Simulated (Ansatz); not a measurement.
Harmonic frequencies (cm⁻¹) at PBE0-D4/def2-TZVP from Ansatz: 190, 234, 245, 257, 286, 345, 425, 565, 621, 665, 689, 703, 742, 1000, 1048, 3657, 3672, 3901.

Each molecule was computed in one conformer, which needn't be the lowest.

Task: Which molecule is it?
A. `[CH3][W](=[S])(=[S])[Cl]`
B. `[NH2][W](=[O])(=[O])[F]`
C. `[F][W]([F])([F])([F])([F])[F]`
D. `[NH]=[W](=[NH])([OH])[F]`

Result: D.
